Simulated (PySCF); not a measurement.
All values below come from PBE-D3(BJ)/def2-TZVP // B3LYP-D3(BJ)/def2-SVP in PySCF. Gas-phase values, no solvent. Delta-SCF ions had no search for a lower state. Excitations are Tamm–Dancoff values on a coarser integration grid. The basis has no diffuse functions, so Rydberg states are missing or too high.

Reference species (SMILES): `C[Si]1(C(C)=CC=C1C)C` (neutral, multiplicity 1).

| Quantity | Result |
|---|---|
| vertical ionisation energy (Delta-SCF) | 7.57 eV |
| HOMO–LUMO gap | 3.12 eV |
| S1–T1 gap (TDA) | 1.67 eV |
| dipole moment | 0.67 D |

Changed species: `C1(C(=C[Si@H](C=1C)C)C)C`.

Task: Predict the effect on the vertical ionisation energy (Delta-SCF), HOMO–LUMO gap, S1–T1 gap (TDA) and dipole moment.

Result: the vertical ionisation energy (Delta-SCF) rises by 0.04 eV, to 7.61 eV; the HOMO–LUMO gap rises by 0.07 eV, to 3.19 eV; the S1–T1 gap (TDA) drops by 0.13 eV, to 1.54 eV; the dipole moment rises by 0.32 D, to 0.99 D.
